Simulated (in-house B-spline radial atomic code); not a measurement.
**LC-wPBE excitations of He**

Method: LC-wPBE. Computed with a B-spline radial code for spherical atoms: linear response of the closed shell 1s2 with the functional's adiabatic kernel; scalar-relativistic (spin-free one-electron X2C), finite nucleus, no spin-orbit coupling, no double excitations, S, P, D and F terms only.

Command:
```bash
python run_td.py task.json out
```
Settings (radii: box in bohr, nucleus in fm):
```
Z                        2
electrons                2
configuration            1s2
hamiltonian              x2c
method                   lc_wpbe
box_radius               75
rms_radius               1.6755
intervals                81
```

Cost of the run: 0.6 s on 1 thread of Arm Neoverse N1, with other jobs on the host.

The lowest states, in the order of their Tamm-Dancoff energies; the method's threshold (minus the highest occupied level) is 21.198 eV. Labels give the largest channel, * marks a mixed state, and oscillator strengths are full-response dipole values. Measured ¹D terms are left out, since they can mix with doubly excited terms. Semilocal kernels can invert the small singlet-triplet splittings of Rydberg terms. Energies in eV:

```tsv
state	full response	Tamm-Dancoff	oscillator strength	measured (J-weighted term)
1s → 2s 3S	?	?	-	?
1s → 2s 1S	17.744	17.782	-	-
1s → 2p 3P	18.037	18.043	-	20.964
1s → 2p 1P	18.238	18.241	0.17	21.218
1s → 3s 3S	?	?	-	?
1s → 3s 1S	19.672	19.684	-	22.920
1s → 3d 3D	19.701	19.701	-	23.074
1s → 3d 1D	19.702	19.702	-	-
1s → 3p 3P	19.748	19.750	-	23.007
1s → 3p 1P	19.821	19.822	0.0544	23.087
```

Question: Where does 1s → 2s 3S lie?

Answer: At 17.048 eV in full response, 17.060 eV in Tamm-Dancoff; measured 19.820 eV.

Question: Where does 1s → 3s 3S lie?

Answer: At 19.476 eV in full response, 19.479 eV in Tamm-Dancoff; measured 22.718 eV.

Question: How large is the singlet-triplet splitting of 1s → 2s (S terms) in Tamm-Dancoff?

Answer: 0.722 eV, from the unrounded values.

Question: What polarisabilities and dispersion coefficient does the method give?

Answer: Dipole 1.556 bohr³, quadrupole 3.238 bohr⁵, C6 1.703 hartree·bohr⁶ for two such species. Recommended dipole value: 1.38375 ± 2e-05 bohr³ (Schwerdtfeger and Nagle, table of static dipole polarizabilities (2023 update)), which includes relativity and correlation.
